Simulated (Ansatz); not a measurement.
Species: H6Sn2, SMILES `[SnH3][SnH3]` with one electron removed (charge 1, multiplicity 2).

Give a relaxed geometry from B3LYP-D3(BJ)/def2-TZVP in Ansatz (a program for electronic structure).

the end point of this relaxation (outside a Z-matrix the atoms follow the SMILES, hydrogens last).
Z-matrix (Å, degrees):
```
Sn
H 1 1.6944
H 1 1.6944 2 118.31
H 1 1.6944 2 118.31 3 154.44
Sn 1 3.2427 2 97.53 3 -102.78
H 5 1.6944 1 97.53 2 -179.88
H 5 1.6944 6 118.31 1 102.78
H 5 1.6944 6 118.31 7 154.44
```
